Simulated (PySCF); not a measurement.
## Spinor energies of Sn⁴⁸⁺ (tin, charge +48)

Start: 1s2. Calculated with PySCF 2.14 in an uncontracted even-tempered set (15 s from 110 bohr⁻², ratio 2.4; 10 p from 140 bohr⁻², ratio 2.4; 3 d from 440 bohr⁻², ratio 2.6; 3 f from 670 bohr⁻², ratio 2.6): generalised Hartree-Fock with the X2C-1e Hamiltonian and a Gaussian nucleus; one run each with spin-orbit coupling (SO) switched off, then screened by Boettger's factors.

```tsv
spinor shell	electrons	ε, spin-free (eV)	ε, screened SO (eV)	weight of nominal j (screened SO)	rms radius, screened SO (bohr)
1s1/2	2	-34313.3	-34313.3	1.000	0.0330
```

```csv
quantity,spin-free,screened SO
E (hartree),-2555.47181,-2555.47181
M_J,0,0
⟨J²⟩,0.000,0.000
⟨L²⟩,0.000,0.000
⟨S²⟩,0.000,0.000
```

Breit and QED terms are absent; they matter most for the inner s and p1/2 levels.

Densities and radii are taken from the X2C orbitals without a picture-change correction, which distorts them close to the nucleus.

Without spin-orbit coupling the j labels of p, d and f shells carry no meaning; the spin-free column gives the mean over the occupied spinors of each nl shell.
